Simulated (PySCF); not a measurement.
## Computed properties of CH₇BO₂Si, SMILES C([SiH3])B(O)O

CH₇BO₂Si, SMILES OB(O)C[SiH3]. The structure is a stationary point at B3LYP-D3(BJ)/def2-SVP. This is a generated structure with no PubChem entry under its InChIKey; it may be hypothetical. The values are those of a single conformer. All values are computed for the isolated molecule unless a solvent is named; none is compared with measurement here.

**Structure.** All 30 harmonic modes at B3LYP-D3(BJ)/def2-SVP (PySCF) are real, so it is a minimum. With heavy atoms numbered as in [SiH3:1][CH2:2][B:3]([OH:4])[OH:5], the shortest bond between them is B3–O5 at 1.364 Å and the longest Si1–C2 at 1.890 Å.

**Vibrations.** The strongest infrared lines (harmonic, unscaled, degenerate partners summed) lie at 1338 cm⁻¹ (392 km/mol, B 55 %, O 21 %, H 20 %), 944 cm⁻¹ (237 km/mol, H 92 %), 1470 cm⁻¹ (228 km/mol, B 70 %, O 17 %, H 11 %). The softest mode is at 46 cm⁻¹ and the zero-point energy is 54.3 kcal/mol.

**Electronic structure.** M06-2X/def2-TZVP (PySCF) places the frontier levels at -10.03 and 0.69 eV, a gap of 10.72 eV, and gives a dipole moment of 2.76 D and a mean polarisability of 59.1 bohr³. PBE/def2-TZVP (PySCF) at the same geometry gives -7.30 and -0.72 eV, so its gap is 4.14 eV narrower. An orbital gap is neither the optical nor the fundamental gap.

**Excitations.** TDA-B3LYP/def2-SVPD (PySCF) has S1 at 7.17 eV (173 nm, f = 0.016, weak); the most intense of the 10 singlets computed lies at 7.94 eV (f = 0.09). T1 (TDA) is at 6.96 eV, 0.21 eV under S1. TDA-PBE/def2-SVPD (PySCF) puts S1 at 6.50 eV. No vertical singlet excitation falls in the visible range (under 3.1 eV).

**NMR.** GIAO shifts at B3LYP/pcSseg-1 (PySCF) (non-relativistic, atoms alike by connectivity averaged): ¹³C at -1.7 ppm against TMS; ¹H from 0.1 to 4.1 ppm against TMS; ²⁹Si at -67.2 ppm against TMS; ¹¹B at 19.8 ppm against BF3.
